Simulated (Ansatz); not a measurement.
Start from `[SiH3][SiH]1C[Se]1` and change one atom or group to get `C1[SiH2][Se]1`.

Ansatz, PBE0-D4/def2-TZVP geometries, multiplicity 1. 

Scalar relativity is left out up to krypton.

```tsv
property	`[SiH3][SiH]1C[Se]1`
HOMO–LUMO gap (B3LYP/def2-TZVPP) / eV	5.19
LUMO energy (PBE0/def2-TZVPP) / eV	-0.93
size of the dipole moment (ωB97M-V/def2-TZVPP) / D	1.85
LUMO energy (B3LYP/def2-TZVPP) / eV	-1.09
size of the dipole moment (B3LYP/def2-TZVPP) / D	1.77
LUMO energy (ωB97M-V/def2-TZVPP) / eV	0.83
```

Task: What does the change do to each property? (An estimate is asked.)

Result: The calculation gave: 
```json
{"property": "HOMO–LUMO gap (B3LYP/def2-TZVPP) / eV", "`C1[SiH2][Se]1`": "5.63", "shift": "0.44"}
{"property": "LUMO energy (PBE0/def2-TZVPP) / eV", "`C1[SiH2][Se]1`": "-0.55", "shift": "0.38"}
{"property": "size of the dipole moment (ωB97M-V/def2-TZVPP) / D", "`C1[SiH2][Se]1`": "1.77", "shift": "-0.08"}
{"property": "LUMO energy (B3LYP/def2-TZVPP) / eV", "`C1[SiH2][Se]1`": "-0.75", "shift": "0.34"}
{"property": "size of the dipole moment (B3LYP/def2-TZVPP) / D", "`C1[SiH2][Se]1`": "1.71", "shift": "-0.06"}
{"property": "LUMO energy (ωB97M-V/def2-TZVPP) / eV", "`C1[SiH2][Se]1`": "1.20", "shift": "0.37"}
```

With PBE0 the HOMO falls by 0.09 eV and the LUMO rises by 0.38 eV, so the gap widens by about 0.47 eV. PBE moves the HOMO by -0.07 eV and ωB97M-V by -0.13 eV. Dipoles are sizes alone; their direction can turn.

B3LYP here is the variant with VWN-RPA as its local correlation; programs differ in this.

Spin–orbit coupling is left out; it splits and shifts lone-pair levels of the heavy atoms by tenths of an eV.
